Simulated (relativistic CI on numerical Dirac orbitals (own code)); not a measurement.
# Hg²⁺: calculation against measurement

Calculated at this level of theory: Dirac-Coulomb-Breit CI, KLI orbitals optimised for each configuration, a model potential for QED, valence Slater integrals scaled by 0.85, P86 correlation energy added to each configuration (own radial code, finite nucleus).

Configurations in the expansion (outside the closed core [Xe] 4f14): 5d¹⁰, 5d⁹6s, 5d⁹6p, 5d⁸6s², 5d⁹5f, 5d⁹7s, 5d⁹6d, 5d⁸6s6p, 5d⁹7p, 5d⁸5f², 5d⁹7d, 5d⁹6f, 5d⁹5g, 5d⁹7f, 5d⁹6g, 5d⁸6s7s. Levels of other configurations are missing.

```csv
Configuration,Term (tabulated),J,Measured (cm⁻¹),Computed,Error,Purity (%)
5d¹⁰,1S,0,0.0,0,0,99
5d⁹6s,3D,3,42850.3,48156,5305,100
5d⁹6s,3D,2,46029.5,51599,5570,63
5d⁹6s,3D,1,58405.8,62922,4517,100
5d⁹6s,1D,2,61085.7,66147,5062,62
5d⁸6s²,3F,4,97893.8,110090,12196,95
5d⁹6p,³F° (computed),3,105627.8,109484,3857,50
5d⁸6s²,¹D (computed),2,106027.5,118906,12879,46
5d⁸6s²,³F (computed),3,112226.0,123642,11416,100
5d⁹6p,³P° (computed),1,118607.4,120541,1934,72
5d⁸6s²,³P (computed),2,118926.5,131200,12273,51
5d⁹6p,³D° (computed),3,121602.0,123799,2197,73
5d⁸6s²,³P (computed),1,122734.9,135943,13208,100
5d⁹6p,¹P° (computed),1,126556.3,130594,4038,73
5d⁹6p,³P° (computed),0,130702.4,131486,784,98
5d⁸6s²,¹D (computed),2,133731.5,144945,11213,51
5d⁹6p,³F° (computed),3,134588.0,136014,1426,47
5d⁹6p,³D° (computed),1,134998.7,136431,1432,52
5d⁸6s²,1S,0,158909.0,170229,11320,80
5d⁹7s,³D (computed),3,178428.2,177360,-1068,99
5d⁹7s,¹D (computed),2,179039.1,178052,-987,56
5d⁹7s,³D (computed),1,194078.6,192209,-1870,99
5d⁹7s,³D (computed),2,194476.0,192667,-1809,56
```

Measured levels from Moore, Atomic Energy Levels, vol. III, NSRDS-NBS 35 (1971 reprint of NBS Circular 467, 1958); pairs were made by configuration, J and term (by order where the table uses no LS term), so strongly mixed levels may be paired wrongly. The analysis dates from before 1960.

Mean error by configuration (cm⁻¹): 5d⁹6s 5113; 5d⁸6s² 12072; 5d⁹6p 2238; 5d⁹7s -1434. Over the excited levels the mean absolute error is 5744 cm⁻¹ (22 of the 62 excited levels that our extract of the source holds in range could be paired, and the others can miss by more), and the median relative error of those above 1,000 cm⁻¹ is 5.4 %.
